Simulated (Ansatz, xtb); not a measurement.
Isomers of C4H2BrClS in order of energy

6 gas-phase structures of C4H2BrClS, from a drawn sample of its isomers (lower ones may exist). Each was relaxed with GFN2-xTB:

A. `Clc1sccc1Br`, a singlet
B. `Clc1ccc(Br)s1`, a singlet
C. `Clc1ccsc1Br`, a singlet
D. `Clc1cscc1Br`, a singlet
E. `Clc1cc(Br)cs1`, a singlet
F. `Clc1csc(Br)c1`, a singlet

Make a reasoned guess at their ranking by r2SCAN-D4/def2-SVP single-point energy.

Calculated order at r2SCAN-D4/def2-SVP: D (0.0), F (5.2), E (5.4), C (6.3), A (7.1), B (12.5) kJ/mol. Less than 1 kcal/mol parts F and E; E and C; C and A, so the order within those pairs means little.

Energies above the lowest of each column, in kJ/mol; the last columns are at B3LYP/def2-SVP geometries:

```csv
structure,GFN2-xTB,HF/STO-3G,r2SCAN-D4/def2-SVP,B3LYP/def2-SVP,CCSD(T)/def2-SVP + ΔMP2/def2-TZVPP
D,0.0,1.7,0.0,0.0,0.0
F,7.4,0.0,5.2,3.1,6.2
E,5.9,5.3,5.4,3.5,6.8
C,10.5,3.6,6.3,5.9,7.1
A,9.0,8.1,7.1,6.9,8.1
B,16.3,6.5,12.5,10.6,15.6
```

CCSD(T)/def2-SVP + ΔMP2/def2-TZVPP puts D lowest; HF/STO-3G picks F. ΔMP2 is the change of the MP2 energy from the smaller to the larger basis.

Over these structures GFN2-xTB departs from r2SCAN-D4/def2-SVP by 1.3 kJ/mol on average once a common shift is removed. A GFN2-xTB relaxation took about 0.066 s and the r2SCAN-D4/def2-SVP energy about 2.9 s on a shared host (Ansatz 0.2.0, xtb 6.7.1).
